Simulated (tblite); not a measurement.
Compound: C₄H₆FNSi.
Geometry (GFN2-xTB, Å), atoms numbered from 1 in this order:
```xyz
13
C4H6FNSi angstrom
N      3.5273    1.0894    1.3886
C      2.8758    0.5435    0.6208
Si     1.8177   -0.3464   -0.6393
C      0.0663    0.2885   -0.4092
C     -0.9704   -0.4609   -0.0599
C     -2.3701    0.0375    0.1121
F     -2.4826    1.3777   -0.1529
H      2.3540    0.0186   -1.9528
H      1.9280   -1.7769   -0.3473
H     -0.1126    1.3438   -0.5808
H     -0.8699   -1.5209    0.1315
H     -3.0544   -0.4804   -0.5726
H     -2.7135   -0.1130    1.1438
```

Computed values, GFN2-xTB/tblite, gas phase, harmonic and unscaled. Against measured fundamentals such values can be off by several per cent, at times by over 20. Modes of hydrogen on silicon can be 10 to 20 % off. One conformer, not necessarily the lowest.

Harmonic wavenumbers (cm⁻¹): 27.8, 55.4, 130.7, 162.7, 199.7, 251.9, 262.7, 333.8, 485.6, 561.0, 569.6, 620.6, 664.2, 717.7, 753.1, 817.3, 955.1, 961.3, 1016.7, 1091.9, 1198.2, 1206.2, 1294.4, 1315.3, 1422.1, 1682.3, 2254.0, 2261.7, 2355.5, 2902.5, 2920.5, 3039.2, 3059.3.

A = 4771, B = 841.2, C = 767.1 MHz; mass 115.025 u (most abundant isotopes); point group C1, symmetry number 1.

Question: Zero-point energy?

Answer: Half the sum of the wavenumbers: 18775 cm⁻¹ = 224.60 kJ/mol.

Question: What is S at 500 K and 1 bar for an ideal gas of classical rigid rotors and harmonic oscillators?

Answer: Translation 178.78, rotation 127.93, vibration 176.29: S = 483.0 J/(mol K).

Question: And Cp and H(500 K) − H(0)?

Answer: Cp = 183.60 J/(mol K), of which vibrations give 150.35 (their classical limit is 33 R = 274.4); H(500 K) − H(0) = 58.94 kJ/mol without the zero-point energy, 42.31 from vibrations.

Question: How do the functions run with temperature in this model?

Answer: 
```csv
T (K),S (J/(mol K)),Cp (J/(mol K)),H − H(0) (kJ/mol),G − H(0) (kJ/mol),ln q(vib)
150,324.2,90.4,9.49,-39.15,3.31
250,377.8,121.9,20.12,-74.34,5.65
298.15,400.6,136.2,26.34,-93.09,6.73
400,444.4,162.6,41.60,-136.16,8.94
600,518.0,200.7,78.19,-232.64,13.02
900,606.9,236.7,144.26,-401.91,18.47
```

q(vib) and H(0) count from the zero-point level.

Question: What must be added to the electronic energy to get the Gibbs energy at 500 K and 1 bar?

Answer: ZPE + [H(500 K) − H(0)] − T·S = 224.60 + 58.94 − 241.51 = 42.03 kJ/mol.

Question: Which modes carry the vibrational entropy at 500 K?

Answer: 27.8 cm⁻¹: 29.32; 55.4 cm⁻¹: 23.59; 130.7 cm⁻¹: 16.49; 162.7 cm⁻¹: 14.70; 199.7 cm⁻¹: 13.03; 251.9 cm⁻¹: 11.17 J/(mol K); the other 27 give 67.99 together.

Hindered rotation and anharmonicity are outside this model. Other conformers, if any are populated, would add a mixing term that is left out. The structure is chiral; the term R ln 2 for an equal mix with its mirror image is left out.
